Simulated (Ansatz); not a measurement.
Relaxation of CH6BNS (10 atoms, charge 0, multiplicity 1), to a largest force component of 0.015 eV/Å in at most 40 steps.

The calculation used RHF/def2-SVP (Ansatz).

```xyz
10
Properties=species:S:1:pos:R:3:forces:R:3
C -1.026 0.454 -0.415 -2.89 2.66 -1.52
N -0.702 -0.400 0.666 2.53 -1.30 0.43
B 0.780 -0.343 0.890 -0.18 -0.49 1.15
S 2.093 -0.962 -0.405 -0.75 1.48 0.10
H -0.601 0.178 -1.403 -0.01 0.18 0.53
H -2.177 0.484 -0.560 1.93 -0.06 0.19
H -0.763 1.550 -0.187 -0.16 -1.71 -0.34
H -0.897 -1.358 0.378 -0.14 0.45 0.23
H 1.230 0.037 1.991 -0.40 -0.12 -1.12
H 2.146 0.308 -0.952 0.07 -1.09 0.35
```

Where does it end, and by what steps?

It converged. After 17 steps the energy has fallen by 2.087 eV; H10 moved furthest, 2.17 Å.

```tsv
step	energy less start (eV)	largest force component (eV/Å)	accepted
0	0.0000	2.892	yes
1	-0.3202	1.055	yes
2	-0.4341	0.306	yes
3	-0.5622	0.586	yes
4	-0.7380	0.675	yes
5	-0.9308	0.687	yes
6	-1.1351	0.746	yes
7	-1.3287	0.717	yes
8	-1.5261	0.512	yes
9	-1.7120	0.568	yes
10	-1.8805	0.537	yes
11	-1.9593	0.711	yes
12	-2.0677	0.170	yes
13	-2.0707	0.525	yes
14	-2.0857	0.112	yes
15	-2.0862	0.058	yes
16	-2.0865	0.039	yes
17	-2.0867	0.005	yes
```

```xyz
10
Properties=species:S:1:pos:R:3
C -1.454 0.545 -0.196
N -0.344 -0.379 -0.211
B 0.956 -0.117 0.208
S 2.233 -1.435 0.104
H -1.843 0.724 -1.201
H -2.275 0.176 0.422
H -1.129 1.500 0.213
H -0.572 -1.286 -0.568
H 1.253 0.961 0.637
H 3.258 -0.739 0.595
```

Time of the run: 29 s on 1 thread of Arm Neoverse V2 (shared host), peak memory 0.16 GiB.
